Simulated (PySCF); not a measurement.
Computed Raman spectrum (relative Raman activity) of a molecule C3H4ClF. Geometry: B3LYP-D3(BJ)/def2-SVP. The values are those of a single conformer. Calculation: B3LYP-D3(BJ)/def2-SVP (PySCF 2.14.0). Frequencies are harmonic and unscaled.

Lines under 2 % of the strongest are left out, and lines within 2 cm⁻¹ are merged.

ν (cm⁻¹): 465 (vw), 560 (vw), 767 (vw), 824 (vw), 1062 (vw), 1401 (w), 1459 (m), 1760 (w), 3025 (vs), 3085 (s), 3142 (m), 3204 (m) (against the strongest line: vs over 80 %, s over 45 %, m over 15 %, w over 4 %, vw less)

**Question.** Which structure fits?
A. C/C=C(\F)Cl
B. FC1(Cl)CC1
C. F[C@@H]1C[C@H]1Cl
D. C/C(F)=C\Cl

**Answer.** A, C/C=C(\F)Cl
